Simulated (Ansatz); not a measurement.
## AlH2Br (SMILES [H][Al]([H])[Br]): the electronic atomisation energy, rung by rung

AlH2Br: 4 atoms, total charge 0, spin state singlet. As SMILES, `[H][Al]([H])[Br]`. Geometry: a GFN2-xTB relaxation, a rough one for these elements and not checked as a minimum.

Quantity: the electronic atomisation energy, in eV. The values are calculated. Electronic energies at fixed atoms, without zero-point motion or spin-orbit coupling.

```json
{"level": "B3LYP/STO-3G", "kind": "global hybrid", "program": "Ansatz", "value (eV)": "15.16", "CPU time (all runs)": "2.3 s"}
{"level": "BHLYP/STO-3G", "kind": "global hybrid", "program": "Ansatz", "value (eV)": "?", "CPU time (all runs)": "2.1 s"}
{"level": "PBE0/STO-3G", "kind": "global hybrid", "program": "Ansatz", "value (eV)": "?", "CPU time (all runs)": "2.3 s"}
{"level": "CAM-B3LYP/STO-3G", "kind": "range-separated hybrid", "program": "Ansatz", "value (eV)": "15.15", "CPU time (all runs)": "2.9 s"}
{"level": "wB97M-V/STO-3G", "kind": "range-separated hybrid", "program": "Ansatz", "value (eV)": "15.43", "CPU time (all runs)": "28 s"}
{"level": "CCSD(T)/STO-3G", "kind": "coupled cluster or CI", "program": "Ansatz", "value (eV)": "13.57", "CPU time (all runs)": "0.5 s"}
{"level": "CCSD/STO-3G", "kind": "coupled cluster or CI", "program": "Ansatz", "value (eV)": "13.55", "CPU time (all runs)": "0.5 s"}
{"level": "FCI/STO-3G", "kind": "exact in the basis", "program": "Ansatz", "value (eV)": "13.57", "CPU time (all runs)": "5.3 s"}
```

Q: Estimate the missing values from the other rows.

A: As computed at these levels: BHLYP/STO-3G: 14.90 eV; PBE0/STO-3G: 15.09 eV. All-electron rows without a relativistic Hamiltonian named are non-relativistic. The values span 13.55 to 15.43 eV. All rows use very small basis sets, so even the best lies far from the true value. In the correlated wave-function rows the outer d shell of Br is correlated, in sets not made for it. CPU times are rough (shared hosts, several kinds of processor): they show what a rung costs within a factor of a few.
